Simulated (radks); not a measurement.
Excited configurations of Pd I: one electron is placed in a higher orbital outside [Kr] 4d9. The ground configuration is [Kr] 4d10. Calculated with a radial shooting solver on a logarithmic mesh with Libxc functionals: Dirac Kohn-Sham, PBEsol, spin-unpolarised, spherical densities, finite nucleus; open shells fill j = l - 1/2 first; Fermi nuclear charge, rms radius 4.5318 fm. Excitation = E - E(ground); binding = E(ion) - E, where the ion is the core of charge +1; n* = 1/sqrt(2 binding) in atomic units, and the quantum defect is n - n*.

outer orbital,excitation (eV),binding (eV),n*,quantum defect,eigenvalue (eV)
4f5/2,8.034,0.899,3.890,0.110,-0.430
5p1/2,5.025,3.907,1.866,3.134,-1.725
5f5/2,8.315,0.618,4.692,0.308,-0.359
6s1/2,6.504,2.429,2.367,3.633,-1.426
6p1/2,7.177,1.756,2.784,3.216,-0.995
6d3/2,7.977,0.956,3.773,2.227,-0.540
7s1/2,7.657,1.276,3.265,3.735,-0.790
7p1/2,7.922,1.011,3.669,3.331,-0.622

The Delta-SCF ionisation energy is 8.933 eV (NIST Atomic Spectra Database: 8.337 eV, measured). Self-interaction in the functional shifts the binding energies and quantum defects, so they are the method's values and not measured ones. Spin polarisation and multiplet splitting are left out, so open shells lie too high by an amount that depends on their filling.

Beside tabulated values, note that spin-unpolarised runs miss the spin-polarisation part of the exchange energy of open shells.
